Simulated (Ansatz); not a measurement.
One change: `P[O][SbH2]` becomes `[OH][SbH2]`.

Ansatz, PBE0-D4/def2-TZVP geometries, multiplicity 1. Each molecule was computed in one conformer, which needn't be the lowest.

Elements past krypton have def2 core potentials.

```tsv
property	`P[O][SbH2]`
HOMO energy (ωB97M-V/def2-TZVPP) / eV	-9.04
size of the dipole moment (PBE/def2-TZVPP) / D	1.30
zero-point energy (PBE0-D4/def2-TZVP) / kJ/mol	92.3
HOMO–LUMO gap (ωB97M-V/def2-TZVPP) / eV	9.28
HOMO–LUMO gap (B3LYP/def2-TZVPP) / eV	4.87
size of the dipole moment (B3LYP/def2-TZVPP) / D	1.43
```

Q: What does the change do to each property? (Estimate.)

A: Computed: 
```json
{"property": "HOMO energy (ωB97M-V/def2-TZVPP) / eV", "`[OH][SbH2]`": "-9.51", "shift": "-0.47"}
{"property": "size of the dipole moment (PBE/def2-TZVPP) / D", "`[OH][SbH2]`": "1.78", "shift": "0.48"}
{"property": "zero-point energy (PBE0-D4/def2-TZVP) / kJ/mol", "`[OH][SbH2]`": "70.0", "shift": "-22.3"}
{"property": "HOMO–LUMO gap (ωB97M-V/def2-TZVPP) / eV", "`[OH][SbH2]`": "10.07", "shift": "0.79"}
{"property": "HOMO–LUMO gap (B3LYP/def2-TZVPP) / eV", "`[OH][SbH2]`": "5.82", "shift": "0.95"}
{"property": "size of the dipole moment (B3LYP/def2-TZVPP) / D", "`[OH][SbH2]`": "1.97", "shift": "0.54"}
```

With PBE0 the HOMO falls by 0.55 eV and the LUMO rises by 0.42 eV, so the gap widens by about 0.97 eV. PBE moves the HOMO by -0.65 eV and ωB97M-V by -0.47 eV. The zero-point energy changes by -22.3 kJ/mol with -6 modes. Dipoles are sizes alone; their direction can turn.

B3LYP here is the variant with VWN-RPA as its local correlation; programs differ in this.

Spin–orbit coupling is left out; it splits and shifts lone-pair levels of the heavy atoms by tenths of an eV.
